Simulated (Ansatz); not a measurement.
C4H5 (SMILES [CH-]1[C@@H]2C[C@H]12), charge -1, singlet, geometry from GFN2-xTB (a gas-phase anion, which may not be bound at this level). Base run: BLYP/6-31G* run with Ansatz (an electronic-structure program).

The Ansatz input:
Ansatz 0.2 input:
```yaml
crystal:
  periodic: [false, false, false]
  atoms:
    - {symbol: C, position_ang: [-0.01348128, 1.18155902, 0.44895058]}
    - {symbol: C, position_ang: [0.00640291, -1.09047136, 0.32460397]}
    - {symbol: C, position_ang: [0.75400431, 0.06221722, -0.26521490]}
    - {symbol: C, position_ang: [-0.75049844, 0.04972316, -0.27751056]}
    - {symbol: H, position_ang: [-0.01520664, 2.09591209, -0.26903994]}
    - {symbol: H, position_ang: [-0.00145211, -1.21255464, 1.40980063]}
    - {symbol: H, position_ang: [0.01870869, -2.05397794, -0.20208349]}
    - {symbol: H, position_ang: [1.39180994, -0.01229614, -1.15053042]}
    - {symbol: H, position_ang: [-1.37242485, -0.03525157, -1.17312134]}
basis:
  gaussian:
    orbitals: 6-31G*
hamiltonian:
  xc: blyp
total_charge: -1
```

The base run was repeated with changes; each row names its change, and settings that it needs were set with it.

```
change                                    E (Eh)
------------------------------------  ----------
base                                  -155.15407
functional = PBE-QIDH                 (withheld)
functional = wB97X-V                  -155.20279
functional = hf                       (withheld)
functional = b3lyp5                   -155.13451
functional = lc_wpbe                  -155.14525
functional = pbe0                     -155.05816
functional = B97M-V                   (withheld)
functional = B2GP-PLYP                -155.00213
functional = revpbe                   -155.20664
functional = blyp; dispersion = d3bj  -155.16565
functional = pbe0; dispersion = d4    -155.06359
functional = BHLYP                    (withheld)
```

Problem. Some entries are withheld; supply them.

Solution. 
- functional = PBE-QIDH, E (Eh): -154.97648
- functional = hf, E (Eh): -154.15889
- functional = B97M-V, E (Eh): -155.25624
- functional = BHLYP, E (Eh): -155.13395

Totals shift with the method and basis; they matter in differences.

A gas-phase anion may not be bound at this level; its values then depend on the basis.
